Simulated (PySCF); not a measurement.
**MMg cations for M along the second period**

CCSD(T) with double-zeta basis sets in PySCF, for the lowest determinant that a PBE0 search found; no spin–orbit coupling. De refers to high-spin ground-configuration atoms (the charge goes to the atom of lower measured ionisation energy or higher electron affinity, which is not always the lowest computed limit).

```tsv
M	basis	reference, frozen orbitals	charged atom	state (unpaired electrons)	Re (Å)	ωe (cm⁻¹)	De (eV)
Li	cc-pVDZ	RHF, 1	Li+	singlet (closed shell)	2.939	266	0.80
Be	cc-pVDZ	ROHF, 1	Mg+	doublet (σ ↑)	2.678	326	0.83
B	cc-pVDZ	RHF, 2	Mg+	singlet (closed shell)	2.600	342	1.60
C	x2c-SVPall	UHF, 2	Mg+	quartet (σ ↑, π ↑↑)	2.020	618	1.11
F	aug-pcseg-1	RHF, 2	Mg+	singlet (closed shell)	1.726	818	4.22
```

**Question.** By what factor does the bond length vary along the series?

**Answer.** At CCSD(T) it runs from 1.726 Å (MgF⁺) to 2.939 Å (LiMg⁺), a factor of 1.70.

The rows differ in basis set, which adds steps of its own.

The state changes along the series, so neighbouring rows are not always alike in their bonding.

Correlated steps freeze the inner cores (1 to 2 orbitals); shallow outer-core shells are correlated. UHF and ROHF references stand side by side, which adds small steps between rows. Correlated levels converge slowly with the basis: in double zeta they bind strong bonds too weakly, by up to about 1 eV, and carry superposition errors of some tenths. For an ion De counts to the pair picked by the measured ionisation energies or electron affinities, which need not be the lowest pair at this level. Where the molecule has an RHF reference, its open-shell atoms are computed with UHF. The CCSD T1 diagnostic is raised in MgBe⁺, a sign that a single reference may not be enough there. States were picked by a PBE0 search and need not be the measured ground states.
